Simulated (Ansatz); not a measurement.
These are frozen-core CCSD(T)/aug-cc-pVTZ // r2SCAN-D4/def2-TZVPD in Ansatz (a program for electronic structure) values and carry that method's errors.

Ansatz 0.2 input:
```yaml
crystal:
  periodic: [false, false, false]
  atoms:
    - { symbol: C, position_ang: [-0.317523, -0.01696, -0.029156] }
    - { symbol: N, position_ang: [0.994582, -0.532119, -0.216993] }
    - { symbol: H, position_ang: [-1.061775, -0.722075, -0.448022] }
    - { symbol: H, position_ang: [-0.58046, 0.972343, -0.528489] }
    - { symbol: H, position_ang: [-0.680217, 0.147109, 1.037955] }
    - { symbol: H, position_ang: [1.645394, 0.151701, 0.184703] }
basis:
  gaussian: { orbitals: aug-cc-pVTZ }
correlation:
  method: ccsd_t
total_charge: -1
```

Output:

```
Functional definition: HF
1034 factors; integrals over basis functions are off by at most 1.1e-3 eV
mean field evaluation 1: about -2572.5230 eV, gradient 2.0e1 eV
mean field evaluation 2: about -2572.5237 eV, gradient 2.0e1 eV
mean field evaluation 4: about -2573.6978 eV, gradient 3.4e0 eV
mean field evaluation 8: about -2573.7338 eV, gradient 1.5e-3 eV
mean field evaluation 16: about -2573.7325 eV, gradient 2.3e-1 eV
mean field evaluation 32: about -2567.4323 eV, gradient 1.3e-2 eV
mean field -2573.73378305 eV, -94.5829719878 hartree, gradient 3.2e-6 eV, S^2 0.000000; 0 other end points of the search recorded, 0 dependent functions left out
2 core orbitals not correlated
reference -2573.73378305 eV, -94.5829719878 hartree; 7, 7 occupied and 175, 175 virtual orbitals, 1034 factors
second order -11.75006525 eV of doubles, -0.00000000 eV of singles
cycle   1  -11.78746969 eV  change   -3.7e-2 eV  update   8.7e-2
cycle   2  -12.06532368 eV  change   -2.8e-1 eV  update   3.0e-2
cycle   3  -12.15805649 eV  change   -9.3e-2 eV  update   1.6e-2
cycle   4  -12.16171474 eV  change   -3.7e-3 eV  update   5.8e-3
cycle   5  -12.15742842 eV  change    4.3e-3 eV  update   3.3e-3
cycle   6  -12.15691083 eV  change    5.2e-4 eV  update   1.8e-3
cycle   7  -12.15716265 eV  change   -2.5e-4 eV  update   7.7e-4
cycle   8  -12.15699761 eV  change    1.7e-4 eV  update   3.8e-4
cycle   9  -12.15691265 eV  change    8.5e-5 eV  update   2.3e-4
cycle  10  -12.15707952 eV  change   -1.7e-4 eV  update   1.4e-4
cycle  11  -12.15701962 eV  change    6.0e-5 eV  update   1.0e-4
cycle  12  -12.15700465 eV  change    1.5e-5 eV  update   5.4e-5
cycle  13  -12.15699892 eV  change    5.7e-6 eV  update   2.7e-5
cycle  14  -12.15699290 eV  change    6.0e-6 eV  update   1.6e-5
perturbative correction -0.53584305 eV, -0.0196918688 hartree
Total energy: -2586.42661900 eV, -95.0494251055 hartree
```

Cost: around 40 core-seconds (rough).
